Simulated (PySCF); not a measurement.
## Static response to an electric field

Compound: C₄H₉PSi₂.
Cartesian coordinates in Å at the GFN2-xTB level; atoms count from 1:
```xyz
16
C4H9PSi2 angstrom
C     -3.4741   -0.6824   -1.0221
C     -2.5146   -0.4377   -0.3420
C     -1.3666   -0.1844    0.4362
C     -1.3709    0.7428    1.3941
Si     0.1529   -1.2487    0.0470
P      1.7914   -0.5510    1.3976
Si     2.5620    1.2540    0.3405
H     -4.3220   -0.8834   -1.6063
H     -0.4897    0.9259    1.9909
H     -2.2414    1.3400    1.6191
H     -0.1120   -2.6568    0.3664
H      0.4560   -1.1436   -1.3897
H      2.7298   -1.4178    0.8803
H      3.8815    1.5346    0.9044
H      2.6779    1.0698   -1.1089
H      1.6321    2.3477    0.6161
```

Level: B3LYP/def2-SVPD (PySCF), static field, nuclei fixed, core orbitals frozen in the response. The polarisability tensor in these axes (au):

```
x   156.05  14.80  20.34
y    14.80 120.53  10.41
z    20.34  10.41 118.14
```

Problem. Give the principal values, the mean and the anisotropy Δα = √{½[(α1 − α2)² + (α2 − α3)² + (α1 − α3)²]}.

Solution. Principal values 107.53, 116.06 and 171.13 au; mean 131.57 au = 19.50 Å³ = 21.69 × 10⁻⁴⁰ C²·m²/J; Δα = 59.80 au (45 % of the mean).

Problem. What is the dipole moment, and where does it point?

Solution. (0.13, 0.30, -0.30) D, 0.44 D in size, pointing from the negative to the positive side. Measured along this direction, the outermost atoms are H11 at the negative end and H15 at the positive end.

Problem. Find the Langevin capture rate constant for NO+ (29.998 u) meeting this molecule (143.998 u), k = 2.342 × 10⁻⁹ cm³/s × √(α in Å³ / reduced mass in u).

Solution. The reduced mass is 24.83 u, so k = 2.08 × 10⁻⁹ cm³/s. The formula leaves out the permanent dipole, which adds to the capture rate.

Problem. What depolarisation ratio follows for Rayleigh scattering of linearly polarised light, taking the static tensor?

Solution. ρ = 3Δα²/(45ᾱ² + 4Δα²) = 10727.9/(779033 + 14303.8) = 0.0135.

Problem. What would n − 1 = 2πNα be for an ideal gas of these molecules at 500 K and 1 atm, electronic part alone?

Solution. N = p/kT = 1.4678 × 10¹⁹ cm⁻³, so n − 1 = 2π × N × 19.50 × 10⁻²⁴ cm³ = 1798 × 10⁻⁶ at long wavelengths, for an ideal gas.

Problem. In a dilute gas of rigid molecules at 298 K, how does the orientational term μ²/3kT compare with the electronic polarisability?

Solution. In Gaussian units μ²/3kT = 1.60 Å³ against 19.50 Å³, a ratio of 0.08; the Debye molar polarisation (4π/3)N_A(α + μ²/3kT) is 53.2 cm³/mol, leaving out the vibrational part.

Isolated species at its GFN2-xTB geometry (one conformer only).

These values come from a run that also computed excited states. The run took 52 s of wall time on Arm Neoverse V1, one thread, on a shared host, and the process peaked at 1.0 GiB of memory.
